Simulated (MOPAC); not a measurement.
MOPAC input (PM3):

```
PM3 FORCE THERMO(298,298) PRECISE LET UHF MS=0.5 GEO-OK AUX(PRECISION=9) THREADS=1
C2H8NSi

C     1.14033689 1   -1.25566554 1    0.57628799 1
Si    0.01803005 1   -0.06292100 1   -0.29161835 1
C    -1.77234607 1   -0.20031420 1    0.16775407 1
N     0.60688681 1    1.59547288 1   -0.20437609 1
H     0.96259924 1   -2.27758791 1    0.22080277 1
H     0.99080391 1   -1.26345732 1    1.66204406 1
H     2.19694907 1   -1.03033151 1    0.39525274 1
H    -2.19788303 1   -1.13251851 1   -0.22234038 1
H    -2.36591091 1    0.62273083 1   -0.24486243 1
H    -1.93159175 1   -0.20446963 1    1.25216668 1
H     1.56963004 1    1.75324975 1   -0.40914003 1
H     0.04594059 1    2.30571366 1   -0.62218474 1
```

From the output:

```
     H   12   0.003340   0.001687   0.006542   0.005373   0.897161   6.887042

          HEAT OF FORMATION =     -23.884390 KCALS/MOLE

          ZERO POINT ENERGY      62.619 KCAL/MOL

           NORMAL COORDINATE ANALYSIS (Total motion = 1 Angstrom)

   Root No.       1         2         3         4         5         6         7         8

                 1 A'      1 A"      2 A'      2 A"      3 A'      3 A"      4 A'      5 A'

                  71.0      76.1     198.5     204.1     216.4     243.9     588.7     654.5

           1   -0.0018   -0.0021   -0.0202   -0.0250   -0.0100   -0.0164    0.1110    0.0032
           2    0.0011    0.0020   -0.0689    0.0254    0.0006    0.0088    0.0065   -0.0000
           3    0.0091    0.0075    0.0087   -0.0226   -0.0425   -0.0231    0.0047    0.0083
           4   -0.0017   -0.0021   -0.0213   -0.0266   -0.0149   -0.0150   -0.0215    0.0020
           5    0.0027   -0.0014    0.0333   -0.0170    0.0234   -0.0096    0.0336   -0.0031
           6   -0.0018    0.0000   -0.0024    0.0000    0.0663    0.0000    0.0096    0.0142
           7   -0.0003    0.0010    0.0710    0.0126    0.0036    0.0011   -0.0526   -0.0013
           8    0.0021   -0.0027   -0.0106   -0.0333    0.0093   -0.0185   -0.0980   -0.0029
           9    0.0091   -0.0075    0.0086    0.0227   -0.0425    0.0231    0.0047    0.0082
          10    0.0047    0.0040   -0.0160    0.0450    0.0303    0.0495   -0.0180    0.0014
          11   -0.0074    0.0026    0.0250    0.0287   -0.0474    0.0317    0.0282   -0.0023
          12   -0.0139    0.0000   -0.0133   -0.0000   -0.0158   -0.0000   -0.0187   -0.0754
          13   -0.0058   -0.0077   -0.0557    0.0053    0.0618    0.0121    0.0908    0.0685
          14   -0.1434    0.1525   -0.0975    0.0305   -0.0070    0.0163   -0.0067    0.0030
          15   -0.0424    0.0651    0.0128   -0.0334   -0.0751   -0.0323    0.0029   -0.0188
          16    0.0032    0.0022   -0.0664   -0.0186   -0.0840   -0.0280    0.0665   -0.0406
          17    0.1179   -0.1184   -0.1064    0.0453   -0.0052    0.0121   -0.0078    0.0029
          18   -0.0872    0.1120    0.0143   -0.0359   -0.0790   -0.0328   -0.0018   -0.0208
          19   -0.0025   -0.0008    0.0599   -0.0589   -0.0079   -0.0323    0.1233   -0.0115
          20    0.0260   -0.0232   -0.1029    0.0398   -0.0055    0.0133   -0.0042    0.0017
          21    0.1613   -0.1461    0.0086   -0.0229   -0.0746   -0.0369    0.0012   -0.0223
          22    0.1325    0.1352    0.1119    0.0299   -0.0195    0.0199   -0.0322   -0.0315
          23   -0.0549   -0.0710    0.0096   -0.0080   -0.0591    0.0042   -0.0852   -0.0609
          24   -0.0425   -0.0652    0.0127    0.0334   -0.0750    0.0323    0.0029   -0.0188
          25   -0.0224   -0.0213    0.0683    0.0114    0.0083   -0.0014   -0.0481    0.0033
          26    0.0133    0.0091   -0.0976   -0.0702    0.0048   -0.0349   -0.1136    0.0112
          27    0.1613    0.1461    0.0086    0.0229   -0.0746    0.0369    0.0012   -0.0223
          28   -0.1084   -0.1066    0.1244    0.0333    0.0400   -0.0007   -0.0210    0.0144
          29    0.0466    0.0517    0.0156   -0.0359    0.0740   -0.0305   -0.0636    0.0381
          30   -0.0872   -0.1120    0.0143    0.0360   -0.0790    0.0329   -0.0018   -0.0208
          31    0.0049    0.0113   -0.0168    0.2164    0.0365   -0.1211   -0.0134   -0.0646
          32   -0.0080   -0.0004    0.0256   -0.0497   -0.0565    0.1269    0.0216    0.0685
          33   -0.0186    0.0003   -0.0123   -0.0749   -0.0783    0.2412   -0.0625    0.2892
          34    0.0051    0.0044   -0.0162    0.0459    0.0359    0.0641   -0.0139   -0.0349
          35   -0.0078    0.0104    0.0260    0.2173   -0.0569   -0.1633    0.0213    0.0875
          36   -0.0186   -0.0003   -0.0123    0.0748   -0.0783   -0.2412   -0.0625    0.2892

   Root No.       9        10        11        12        13        14        15        16

                 4 A"      5 A"      6 A"      6 A'      7 A'      7 A"      8 A'      8 A"

                 664.2     776.6     796.4     822.4     846.9     905.2     944.4    1313.6

           1    0.1065   -0.0031    0.0048   -0.0037   -0.0010    0.0081    0.0100   -0.0301
           2   -0.0123   -0.0151    0.0241   -0.0074   -0.0336    0.0116   -0.0204    0.0009
           3    0.0035   -0.0284   -0.0131    0.0294   -0.0097   -0.0118    0.0088   -0.0003
           4   -0.0692    0.0052   -0.0057    0.0058   -0.0008   -0.0208   -0.0292   -0.0036
           5   -0.0442    0.0033   -0.0036   -0.0090    0.0012   -0.0133    0.0457   -0.0023
           6    0.0000   -0.0000    0.0000   -0.0085    0.0181    0.0000   -0.0408    0.0000
           7    0.0335   -0.0150    0.0239    0.0083    0.0309    0.0139    0.0143   -0.0118
           8    0.1018    0.0035   -0.0058    0.0002   -0.0132    0.0024   -0.0177   -0.0277
           9   -0.0036    0.0284    0.0131    0.0294   -0.0097    0.0118    0.0089    0.0003
          10   -0.0122   -0.0008   -0.0094   -0.0133   -0.0133    0.0362    0.0381   -0.0003
          11   -0.0078   -0.0005   -0.0060    0.0208    0.0208    0.0231   -0.0596   -0.0002
          12   -0.0000   -0.0000    0.0000   -0.0030   -0.0211   -0.0000    0.0555   -0.0000
          13    0.1144   -0.1336   -0.1263    0.1689    0.0097   -0.0696    0.0897    0.1454
          14    0.0169    0.0275   -0.0437    0.0094    0.0470   -0.0139    0.0290    0.0128
          15    0.0025    0.0448    0.0187   -0.0395    0.0159    0.0113   -0.0112   -0.0536
          16    0.1142    0.1974   -0.0343   -0.1058    0.1614    0.0102    0.0338    0.1432
          17    0.0160    0.0298   -0.0439    0.0098    0.0478   -0.0154    0.0293    0.0340
          18   -0.0062    0.0522    0.0220   -0.0467    0.0180    0.0138   -0.0167    0.0502
          19    0.0085   -0.0696    0.1636   -0.0669   -0.1698    0.0703   -0.1109    0.1436
          20    0.0216    0.0277   -0.0409    0.0084    0.0451   -0.0133    0.0283   -0.0575
          21   -0.0046    0.0502    0.0258   -0.0478    0.0132    0.0148   -0.0183    0.0093
          22    0.0633   -0.0312   -0.0927   -0.0795   -0.0468   -0.0419   -0.0640    0.0727
          23    0.0968   -0.1328   -0.0963   -0.1494    0.0110   -0.0573   -0.0692    0.1266
          24   -0.0025   -0.0447   -0.0186   -0.0394    0.0159   -0.0112   -0.0111    0.0536
          25    0.0232   -0.0041    0.0315    0.0204    0.0304    0.0174    0.0209    0.0081
          26   -0.0013   -0.0749    0.1657    0.0643    0.1731    0.0694    0.1125    0.1545
          27    0.0046   -0.0502   -0.0259   -0.0479    0.0131   -0.0148   -0.0183   -0.0093
          28    0.0625    0.1099   -0.0543    0.0355   -0.1112   -0.0097   -0.0408    0.0910
          29    0.0969    0.1666   -0.0127    0.1001   -0.1264    0.0157   -0.0184    0.1156
          30    0.0062   -0.0524   -0.0220   -0.0468    0.0181   -0.0138   -0.0166   -0.0503
          31    0.0445    0.0097    0.0585    0.0023   -0.0133   -0.1641    0.0360   -0.0000
          32   -0.0234   -0.0021   -0.0251    0.0049    0.0187    0.0795   -0.0492   -0.0004
          33    0.0742    0.0219    0.0741   -0.0775   -0.0371   -0.2122    0.1239    0.0016
          34   -0.0026    0.0021    0.0017   -0.0054   -0.0114    0.0033    0.0296   -0.0003
          35    0.0502    0.0097    0.0636   -0.0000    0.0199   -0.1822   -0.0534    0.0001
          36   -0.0743   -0.0219   -0.0741   -0.0775   -0.0371    0.2123    0.1239   -0.0016

   Root No.      17        18        19        20        21        22        23        24

                 9 A'     10 A'      9 A"     10 A"     11 A'     12 A'     11 A"     13 A'

                1322.0    1404.3    1404.4    1405.4    1406.2    1657.3    3110.1    3110.1

           1    0.0310    0.0005   -0.0007   -0.0008   -0.0015   -0.0009   -0.0007    0.0007
           2   -0.0011    0.0041   -0.0112   -0.0186   -0.0212   -0.0001    0.0040   -0.0046
           3    0.0004   -0.0214    0.0188   -0.0115   -0.0042    0.0007    0.0279   -0.0279
           4    0.0014   -0.0001   -0.0001   -0.0002    0.0002   -0.0002    0.0001    0.0000
           5   -0.0021    0.0001   -0.0001   -0.0001   -0.0003    0.0003    0.0000   -0.0000
           6    0.0004   -0.0006   -0.0000    0.0000   -0.0001   -0.0026   -0.0000   -0.0004
           7   -0.0120   -0.0040   -0.0105   -0.0172    0.0199    0.0004    0.0033    0.0038
           8   -0.0286    0.0013    0.0041    0.0071   -0.0075    0.0008   -0.0023   -0.0026
           9    0.0004   -0.0214   -0.0188    0.0115   -0.0043    0.0007   -0.0279   -0.0279
          10   -0.0000   -0.0000   -0.0000   -0.0001   -0.0000    0.0289   -0.0000    0.0000
          11   -0.0000    0.0000   -0.0000   -0.0000    0.0000   -0.0452   -0.0000   -0.0001
          12   -0.0007   -0.0001   -0.0000    0.0000   -0.0001    0.0189   -0.0000   -0.0000
          13   -0.1451    0.0796   -0.0783    0.0177   -0.0078    0.0071   -0.0818    0.0810
          14   -0.0108    0.0452    0.0259    0.2022    0.1973    0.0002    0.0807   -0.0803
          15    0.0548   -0.0224    0.0480    0.0654    0.0765   -0.0020   -0.1988    0.1967
          16   -0.1431   -0.0515    0.0289   -0.0681   -0.0518    0.0005    0.0871   -0.0888
          17   -0.0327   -0.1445    0.1658    0.0321    0.0865    0.0000   -0.1395    0.1418
          18   -0.0520    0.0880   -0.1210   -0.0730   -0.1083    0.0011   -0.1525    0.1557
          19   -0.1409   -0.0334    0.0572    0.0611    0.0779   -0.0003    0.0029   -0.0010
          20    0.0567    0.0482   -0.0535   -0.0067   -0.0252   -0.0007    0.0106   -0.0060
          21   -0.0086    0.1971   -0.1562    0.1471    0.0841   -0.0003    0.0135   -0.0144
          22    0.0708   -0.0744   -0.0094    0.1910   -0.1758   -0.0031    0.0391    0.0389
          23    0.1271   -0.0532   -0.0820   -0.0689    0.0900   -0.0064   -0.1082   -0.1070
          24    0.0547   -0.0223   -0.0480   -0.0655    0.0766   -0.0020    0.1990    0.1964
          25    0.0077   -0.0296   -0.0245    0.0195   -0.0098    0.0007    0.0109    0.0058
          26    0.1517    0.0506    0.0745    0.0582   -0.0813   -0.0000   -0.0018   -0.0017
          27   -0.0087    0.1971    0.1562   -0.1471    0.0842   -0.0003   -0.0136   -0.0144
          28    0.0897    0.1528    0.1627    0.0006   -0.0568   -0.0003   -0.0900   -0.0912
          29    0.1161   -0.0139   -0.0434   -0.0753    0.0833   -0.0005    0.1379    0.1401
          30   -0.0521    0.0879    0.1210    0.0730   -0.1083    0.0011    0.1527    0.1555
          31   -0.0034    0.0006   -0.0000    0.0002   -0.0007   -0.4139    0.0000    0.0002
          32    0.0022   -0.0002   -0.0001   -0.0002    0.0003    0.1718   -0.0002   -0.0000
          33    0.0005    0.0010   -0.0005    0.0002   -0.0002   -0.1023    0.0000    0.0002
          34   -0.0005   -0.0000   -0.0001   -0.0001   -0.0000    0.0179   -0.0001   -0.0001
          35    0.0040   -0.0007   -0.0000    0.0002    0.0008    0.4477    0.0001   -0.0002
          36    0.0005    0.0010    0.0005   -0.0002   -0.0002   -0.1025   -0.0000    0.0002

   Root No.      25        26        27        28        29        30

                12 A"     14 A'     13 A"     15 A'     14 A"     16 A'

                3116.6    3117.0    3219.2    3219.6    3429.7    3557.4

           1    0.0002   -0.0002   -0.0119    0.0120    0.0001    0.0001
           2   -0.0250    0.0250   -0.0007    0.0007   -0.0000   -0.0000
           3    0.0036   -0.0041   -0.0003    0.0004    0.0000    0.0000
           4   -0.0001   -0.0002   -0.0007    0.0003   -0.0003   -0.0002
           5   -0.0001    0.0003   -0.0004   -0.0004   -0.0002    0.0003
           6    0.0000   -0.0001    0.0000    0.0000    0.0000   -0.0002
           7   -0.0226   -0.0226   -0.0056   -0.0057    0.0000   -0.0000
```
